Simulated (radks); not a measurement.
The numbers below are computed, except where a source is named.
C, 6 electrons, occupied as [He] 2s2 2p2 (the NIST ground configuration). Level of theory: non-relativistic Kohn-Sham, PBE, spin-polarised, spherical densities, point nucleus; open shells are filled with parallel spins first; hard spherical wall at 5 bohr (a radial shooting solver on a logarithmic mesh with Libxc functionals).

Normalised radial functions P(r) = r R(r), r in bohr:

r,1s up,2s down
0.02567,0.6087,0.1344
0.03135,0.7186,0.1585
0.03829,0.8420,0.1854
0.04714,0.9833,0.2159
0.05758,1.1286,0.2467
0.07033,1.2780,0.2776
0.08659,1.4293,0.3072
0.1058,1.5598,0.3298
0.1292,1.6617,0.3421
0.159,1.7210,0.3381
0.1943,1.7175,0.3116
0.2392,1.6387,0.2538
0.2921,1.4870,0.1641
0.3568,1.2692,0.0394
0.4393,0.9951,-0.1235
0.5366,0.7190,-0.3013
0.6554,0.4672,-0.4818
0.8069,0.2611,-0.6483
0.9855,0.1275,-0.7631
1.204,0.0516,-0.8100
1.482,0.0158,-0.7769
1.81,0.0038,-0.6756
2.229,0.0006,-0.5245
2.722,0.0001,-0.3662
3.325,0.0000,-0.2211
4.094,0.0000,-0.0980
5,0.0000,0.0000

1s up: eigenvalue -271.82 eV, 0 radial nodes, <r> = 0.271 bohr, 90 % of the charge inside 0.487 bohr. 2s down: eigenvalue -11.060 eV, 1 radial node at r = 0.377 bohr, <r> = 1.59 bohr, 90 % of the charge inside 2.55 bohr.
